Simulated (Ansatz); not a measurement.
In4Sb4H14⁺, a cluster cut from wurtzite InSb (hydrogen-capped). Charge 1, multiplicity 2. Geometry r2SCAN-D4/def2-SVP; atoms count from 1.

```xyz
22

In   -1.723   -2.700    0.345
Sb    0.692   -2.003    1.800
In    1.011    0.329   -3.317
Sb   -1.308   -0.506   -1.704
Sb    2.704    0.762   -0.947
In    1.892    0.599    1.773
In   -2.892    1.363    0.118
Sb   -0.568    2.082    1.687
H    -1.303   -3.888   -0.821
H    -3.044   -2.308    1.348
H     1.919   -3.110    1.417
H     0.511   -2.436    3.430
H     1.593   -1.119   -4.012
H     0.596    1.909   -3.821
H    -2.515   -0.913   -2.840
H     4.083   -0.228   -0.994
H     3.525    2.246   -1.033
H     2.965    0.990    3.048
H    -3.964    0.473    1.096
H    -2.958    2.447   -1.215
H    -1.050    2.315    3.297
H    -0.166    3.694    1.346
```

In the def2 sets In, Sb take a core potential; there is no spin–orbit coupling. Single mean-field runs in def2-TZVP are fitted with def2-universal-jkfit.

Q: Estimate the Mulliken populations from the PBE0/def2-TZVP orbitals of Ansatz.

A: 
| atom | charge (e) | spin (α − β) |
| --- | --- | --- |
| In1 | 0.25 | 0.05 |
| Sb2 | -0.09 | 0.00 |
| In3 | 0.23 | -0.03 |
| Sb4 | -0.09 | 0.79 |
| Sb5 | -0.09 | 0.00 |
| In6 | 0.27 | 0.00 |
| In7 | 0.26 | 0.07 |
| Sb8 | -0.09 | 0.00 |
| H9 | -0.01 | 0.06 |
| H10 | -0.02 | -0.01 |
| H11 | 0.06 | 0.00 |
| H12 | 0.07 | 0.00 |
| H13 | -0.02 | 0.01 |
| H14 | -0.02 | 0.01 |
| H15 | 0.07 | -0.03 |
| H16 | 0.06 | 0.00 |
| H17 | 0.06 | 0.00 |
| H18 | -0.01 | 0.00 |
| H19 | -0.01 | -0.01 |
| H20 | 0.00 | 0.07 |
| H21 | 0.07 | 0.00 |
| H22 | 0.06 | 0.00 |
Mulliken values depend strongly on the basis.

Q: Where does the spin sit?

A: Summed by element: In 0.09, Sb 0.79, H 0.12, of 1 unpaired in all. Largest on single atoms: Sb4 0.79, In7 0.07, H20 0.07.

Q: And the Mayer bond orders between heavy atoms (over 0.3)?

A: In1–Sb2 0.65 (2.90 Å); In1–Sb4 0.49 (3.03 Å); Sb2–In6 0.70 (2.87 Å); In3–Sb4 0.59 (2.95 Å); In3–Sb5 0.57 (2.94 Å); Sb4–In7 0.47 (3.05 Å); Sb5–In6 0.75 (2.84 Å); In6–Sb8 0.69 (2.87 Å); In7–Sb8 0.66 (2.90 Å).
